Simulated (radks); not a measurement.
Effect of the nuclear size on the bismuth ion Bi+, [Hg] 6p2. Calculated with a radial shooting solver on a logarithmic mesh with Libxc functionals: Dirac Kohn-Sham, BLYP, spin-unpolarised, spherical densities, finite nucleus; open shells are shared between the two j in proportion to 2j + 1; Fermi nuclear charge, rms radius 5.5211 fm. The rms radius is varied about that value; shifts are against it.

| rms radius (fm) | total energy shift (eV) | density at nucleus (e/bohr^3) | 1s1/2 shift (meV) | 2s1/2 shift (meV) | 5p1/2 shift (meV) | 6s1/2 shift (meV) | 6p1/2 shift (meV) | 6p3/2 shift (meV) | 7s1/2 (empty) shift (meV) |
|---|---|---|---|---|---|---|---|---|---|
| 4.6212 | -43.9 | 3.216e+06 | -17400 | -2680 | 0.458 | -3.99 | 0.415 | 0.553 | -0.583 |
| 5.234 | -14.5 | 3.042e+06 | -5750 | -883 | 0.150 | -1.32 | 0.137 | 0.183 | -0.192 |
| 5.5211 | 0 | 2.97e+06 | 0.000 | 0.000 | 0.000 | 0.000 | 0.000 | 0.000 | 0.000 |
| 5.7364 | 11.1 | 2.92e+06 | 4430 | 679 | -0.114 | 1.01 | -0.105 | -0.140 | 0.148 |
| 6.8682 | 73.5 | 2.693e+06 | 29200 | 4480 | -0.742 | 6.68 | -0.691 | -0.925 | 0.975 |

Slopes of the eigenvalues against <r^2> in GHz/fm^2, as finite differences over the two radii next to the reference (eigenvalue slopes, not the field-shift constants of lines): 1s1/2 447000, 2s1/2 68600, 5p1/2 -11.6, 6s1/2 102, 6p1/2 -10.6, 6p3/2 -14.2, 7s1/2 (empty) 14.9.
